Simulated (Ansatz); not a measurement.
## Ligand exchange: how K changes with temperature for SiH2(CH3)Br + NH3 ⇌ SiH2(CH3)(NH2) + HBr

Gas-phase species: SiH2(CH3)Br, singlet; NH3 (ammonia) `N`, singlet; SiH2(CH3)(NH2), singlet; HBr (hydrogen bromide), singlet. The partners trade Br for NH2: Si–Br and H–NH2 bonds give way to Si–NH2 and H–Br.

The electronic reaction energy at CCSD(T)/def2-TZVPP is +51.4 kJ/mol. Shapes: PBE0-D4/def2-TZVP. Flexible molecules stand in one conformer, not always the lowest. Programs: Ansatz 0.2.0. Enthalpy and entropy come from rigid-rotor, harmonic-oscillator sums on unscaled PBE0-D4/def2-TZVP wavenumbers, ideal gases at 1 bar. Symmetry numbers: SiH2(CH3)Br 1, NH3 3, SiH2(CH3)(NH2) 1, HBr 1. R = 8.3145 J/(mol K).

| T (K) | ΔH (kJ/mol) | ΔS (J/(mol K)) |
| --- | --- | --- |
| 700 | +44.9 | +8.1 |
| 1000 | +47.5 | +11.2 |
| 1300 | ? | ? |

**Question.** Work out ln K at 700 and 1000 K, and from these estimate it at 1300 K.

**Answer.** 
1. 700 K: ΔG = +44.9 − 700 × (+8.1)/1000 = +39.2 kJ/mol; ln K = −ΔG/RT = -6.74.
2. 1000 K: ΔG = +47.5 − 1000 × (+11.2)/1000 = +36.3 kJ/mol; ln K = −ΔG/RT = -4.37.
3. Slope against 1000/T: (-4.37 − (-6.74))/(1.0000 − 1.4286) = -5.53, that is −ΔH/R with ΔH near +46 kJ/mol.
4. 1300 K: ln K = -6.74 + (-5.53) × (0.7692 − 1.4286) = -3.09.

The full sums give ΔH = +49.8 kJ/mol, ΔS = +13.3 J/(mol K), ΔG = +32.5 kJ/mol and ln K = -3.01 at 1300 K, so the line is off by -0.08 in ln K; without rounding the miss is -0.07, from the change of ΔH with temperature. The reactants are favoured over this whole range. An error of 10 kJ/mol in the energy moves ln K by 0.9 at 1300 K. Soft modes are treated as harmonic, which can err either way at these temperatures; the lowest are those of SiH2(CH3)Br (166 cm⁻¹), SiH2(CH3)(NH2) (145 cm⁻¹). Other conformers aren't counted. Other reactions of these species are left aside. Relativity is left out for Br. Outer-core shells of Br are correlated, in sets that cover them unevenly.
